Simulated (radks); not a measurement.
Problem. These are the eigenvalues of the occupied orbitals of an atom or ion with whole-number occupations (hartree). Calculated with a radial shooting solver on a logarithmic mesh with Libxc functionals: scalar-relativistic Kohn-Sham, Slater X-alpha with alpha = 0.594, spin-unpolarised, spherical densities, point nucleus.

| orbital | eigenvalue |
|---|---|
| 1s | -2470.746 |
| 2s | -424.0456 |
| 2p | -371.6111 |
| 3s | -96.95396 |
| 3p | -81.37295 |
| 3d | -63.15622 |
| 4s | -19.63649 |
| 4p | -14.52857 |
| 4d | -7.99607 |
| 5s | -2.59715 |
| 5p | -1.37032 |
| 4f | -0.78779 |
| 6s | -0.15878 |
| 5d | -0.07876 |

Which element is it, and in what charge state? The configuration may be excited.

Solution. Z = 73, tantalum, charge 0: Ta in [Xe] 4f14 5d3 6s2. The list shows which subshells hold electrons but not how many an open one holds; the 1s level, -2470.7 hartree, gives Z - s = 70.3 by -(Z - s)^2/2, which with screening and relativity narrows Z to a few neighbours, and the depths of the outer levels then fix element, charge and occupations together.
